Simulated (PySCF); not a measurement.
Stationary points of HTeN

All numbers come from PBE0/[Te def2-TZVP with ECP28, N def2-TZVP, H def2-TZVP], scalar-relativistic core potentials, density fitting, no spin–orbit coupling, PySCF.

Relaxations began from a few typed shapes; open shells are unrestricted. The search is not exhaustive: other isomers or separated fragments can lie lower, and high-lying points may rest on an excited occupation.

```csv
spin,group,bonds,angles,imaginary modes (cm⁻¹),ΔE (kJ/mol),ΔE with ZPE (kJ/mol)
broken-symmetry Ms = 0 (⟨S²⟩ 0.72),Cs,"Te–H 1.687 Å, Te–N 1.904 Å",H–Te–N 100.4°,none,0.0,0.0
singlet,Cs,"Te–H 1.720 Å, Te–N 1.839 Å",H–Te–N 104.7°,none,18.5,19.2
```

The lowest minimum found is the broken-symmetry Ms = 0 (⟨S²⟩ 0.72) Cs: Te–H 1.687 Å, Te–N 1.904 Å; H–Te–N 100.4°.

For the lowest minimum: the determinant is spin-contaminated (⟨S²⟩ = 0.72, pure value 0.00). The spin densities have lower symmetry than the nuclear frame.
